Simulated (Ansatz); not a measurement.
Consider the redistribution: `N[SiH2][SiH2]N` + `FC1OB1Cl` → `N[SiH2][SiH2]Cl` + `NB1OC1F`.

Computed with Ansatz on PBE0-D4/def2-TZVP structures; ΔE is electronic, products minus reactants. CCSD(T)/CBS adds triple-zeta CCSD(T) − MP2 to the extrapolated MP2 energy (def2 sets, frozen cores). Functionals use def2-TZVPP. One conformer a species, not always the lowest.

CCSD(T)/CBS gives -86.2 kJ/mol.

Q: Another level gave -87.4 kJ/mol. Which?
A. BHLYP/def2-TZVPP
B. B2PLYP/def2-TZVPP
C. RPA@PBE/def2-TZVPP
D. CCSD(T)/def2-TZVPP

A: B. B2PLYP -87.4, BHLYP -95.1, CCSD(T)/def2-TZVPP -81.5, RPA@PBE/def2-TZVPP -76.4 kJ/mol.

Largest T1 diagnostic among the species: 0.014.

From BLYP to BHLYP (50 % exact exchange), in def2-TZVPP and without D4, ΔE moves by −6.7 kJ/mol. In def2-TZVPP, CCSD(T) changes the Hartree–Fock value by +17.2 kJ/mol (the triples alone add +3.2 kJ/mol) and MP2 by +17.2 kJ/mol.
